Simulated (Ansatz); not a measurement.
Two isomers of CH7ClOSi2: A = `O[SiH]([SiH3])CCl`, B = `OC([SiH3])[SiH2]Cl`.

Program: Ansatz. Geometries: PBE0-D4/def2-TZVP. ΔE: electronic, gas phase. CCSD(T)/CBS is the MP2 limit (def2-TZVPP, def2-QZVPP) plus CCSD(T) − MP2 in def2-TZVPP, frozen cores. Functionals use def2-TZVPP. Each species was taken in one conformer, which may not be the lowest.

(1) Which is lower in electronic energy at CCSD(T)/CBS, and by how much? (Estimate.)

(2) Give E(B) − E(A) in kJ/mol with CCSD/def2-TZVPP, B2PLYP, r2SCAN-D4, HF/def2-TZVPP, PBE-D4, ωB97M-V, MP2/def2-TZVPP. (Estimate.)

Largest T1 diagnostic: 0.011.

Answers

(1) Computed: A, by 37.8 kJ/mol.

(2) The calculation gave: CCSD/def2-TZVPP 37.5, B2PLYP 37.6, r2SCAN-D4 37.3, HF/def2-TZVPP 37.1, PBE-D4 38.1, ωB97M-V 29.3, MP2/def2-TZVPP 33.9. None reverses the order clearly.
